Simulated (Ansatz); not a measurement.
Basis-set extrapolation for `BCN=C` (PBE0-D4/def2-TZVP geometry, frozen core, Ansatz). Multiplicity 1, RHF reference.

```tsv
	def2-TZVPP	def2-QZVPP
HF	-158.368910	-158.376426
MP2 correlation	-0.634415	-0.675741
CCSD(T) correlation	-0.701131	not run
```

Energies in hartree. Use E(X) = E(∞) + A·exp(−7.88·√X) for Hartree–Fock and E(X) = E(∞) + B·X^(−2.97) for correlation, with X = 3 and 4, and add CCSD(T) minus MP2 of the smaller set to the MP2 limit.

Question: What is the CCSD(T) energy at the basis-set limit?

Answer: HF limit: -158.376426 + (-0.007516) × 0.13774 = -158.37746. MP2 limit: -0.675741 + (-0.041326) × 0.74074 = -0.70635. Higher-order term: -0.701131 − (-0.634415) = -0.06672. Total: -159.15053 hartree, 50.5 kcal/mol below CCSD(T)/def2-TZVPP.
